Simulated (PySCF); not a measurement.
From computed data to an observable: chemical shift, span and skew from a shielding tensor

B(Me)(vinyl)(OH) (C3H7BO), SMILES C=CB(C)O. Atoms are numbered in the order given.

```xyz
12

B      0.0569    -0.4560     0.0000
C     -0.7239    -1.8311     0.0000
H     -1.3892    -1.8869     0.8801
H     -1.3892    -1.8869    -0.8801
H     -0.0842    -2.7297     0.0000
C     -0.7113     0.9104     0.0000
C     -0.0933     2.1022     0.0000
H     -1.8097     0.9038     0.0000
H     -0.6389     3.0526     0.0000
H      1.0004     2.1660     0.0000
O      1.4201    -0.3952     0.0000
H      1.8364    -1.2655     0.0000
```

Geometry: B3LYP-D3(BJ)/def2-SVP. The values are those of a single conformer.

GIAO shieldings from B3LYP/pcSseg-1 in PySCF, non-relativistic, no solvent. The symmetric part of the tensor of C6 has the principal values -88.6, 31.7, 163.3 ppm. The same nucleus in TMS has σ = 181.3 ppm at this level (PySCF, at its B3LYP-D3(BJ)/def2-TZVP geometry).

Work out the isotropic shielding, the ¹³C shift against TMS, the span and the skew.


σ(iso) = (σ11 + σ22 + σ33)/3 = 35.5 ppm. δ = σ(ref) − σ(iso) = 181.3 − (35.5) = 145.8 ppm.
Span Ω = σ33 − σ11 = 251.9 ppm. Skew κ = 3(σ(iso) − σ22)/Ω = 0.04. Tumbling in solution averages the tensor to δ; in a static solid the shielding alone would spread this spin-1/2 line over Ω.
